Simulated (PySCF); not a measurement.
Pd²⁶⁺: ionisation energy

Pd²⁶⁺ [Ar] 3d2 (3F) → Pd²⁷⁺ [Ar] 3d1 (2D), as a difference of total energies. All numbers are calculated (PySCF 2.14, the spin-free X2C one-electron Hamiltonian (Gaussian nucleus), in an uncontracted even-tempered set (18 s from 3.4 bohr⁻², ratio 2.5; 12 p from 4.4 bohr⁻², ratio 2.5; 8 d from 4.4 bohr⁻², ratio 2.5; 4 f from 15 bohr⁻², ratio 2.7; 3 g from 23 bohr⁻², ratio 2.7)). Correlated levels: outer shells: [Ne] frozen; virtual orbitals above 40 to 60 times the deepest correlated orbital energy dropped. The calculations carry no spin-orbit coupling.

| method | ionisation energy (eV) |
| --- | --- |
| UHF | 1363.6 |
| LDA | 1363.5 |
| PBE | 1363.9 |
| PBE0 | 1364.2 |
| r2SCAN | 1365.2 |
| PBEsol | 1363.4 |
| BHandHLYP | 1364.6 |
| MP2 (outer shells) | 1363.6 |
| SCS-MP2 (outer shells) | 1363.5 |

A first-order spin-orbit estimate (lowest level to lowest level, LS coupling) adds 1.296 eV.

Breit and QED terms and the two-electron picture change are absent.

For comparison: 1366 ± 4 eV (theoretical estimate listed by NIST; NIST Atomic Spectra Database, ionization energies).
